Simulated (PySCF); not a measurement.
Ligands exchanged one at a time, Ge F-H. Isolated molecules, 0 K electronic values unless said otherwise. Strings in code marks are SMILES.

The HOMO from two functionals at the same geometries (r2SCAN-D4/def2-TZVP), both in PySCF: PBE-D3(BJ)/def2-TZVP and r2SCAN-D4/def2-TZVP. 

```json
[
 {"species": "0 of 4 F replaced by H (`[F][Ge]([F])([F])[F]`)", "PBE-D3(BJ)/def2-TZVP (eV)": "-10.48", "r2SCAN-D4/def2-TZVP (eV)": "-11.05"},
 {"species": "1 of 4 F replaced by H", "PBE-D3(BJ)/def2-TZVP (eV)": "-9.59", "r2SCAN-D4/def2-TZVP (eV)": "-10.06"},
 {"species": "2 of 4 F replaced by H (`[F][GeH2][F]`)", "PBE-D3(BJ)/def2-TZVP (eV)": "-8.45", "r2SCAN-D4/def2-TZVP (eV)": "-8.88"},
 {"species": "3 of 4 F replaced by H (`[F][GeH3]`)", "PBE-D3(BJ)/def2-TZVP (eV)": "-8.15", "r2SCAN-D4/def2-TZVP (eV)": "-8.56"},
 {"species": "4 of 4 F replaced by H (`[GeH4]`)", "PBE-D3(BJ)/def2-TZVP (eV)": "-8.35", "r2SCAN-D4/def2-TZVP (eV)": "-8.71"}
]
```

Over these rows, drawn at random from the members with no instability flagged (it was tested for open shells, ions and some series alone), PBE minus r2SCAN-D4: mean +0.45 eV, from +0.36 eV to +0.57 eV.
